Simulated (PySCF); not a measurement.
CH10N2Si2, SMILES NC[SiH2]N[SiH3]. Geometry: PBE-D3(BJ)/def2-SVP. The structure was generated by enumeration, and PubChem lists no compound with its InChIKey, so it may never have been made. One conformer was computed; it need not be the lowest.

Computed equilibrium geometry at PBE-D3(BJ)/def2-SVP (PySCF confirms it by a frequency run) as Cartesian coordinates in Å (one conformer of several):
```xyz
15

N     -2.2532    -0.7784     0.7335
C     -1.9694     0.6650     0.7121
Si    -0.4604     0.9440    -0.4230
N      0.6138    -0.3554     0.0386
Si     2.2924    -0.6667    -0.3123
H     -2.9315    -1.0108     1.4700
H     -2.6896    -1.0676    -0.1518
H     -2.8280     1.3274     0.4375
H     -1.6498     0.9748     1.7305
H     -0.9140     0.8855    -1.8670
H      0.1755     2.2920    -0.2094
H      0.0374    -1.1090     0.4507
H      2.9857    -1.2670     0.8842
H      2.5221    -1.6110    -1.4701
H      2.9356     0.6495    -0.6569
```
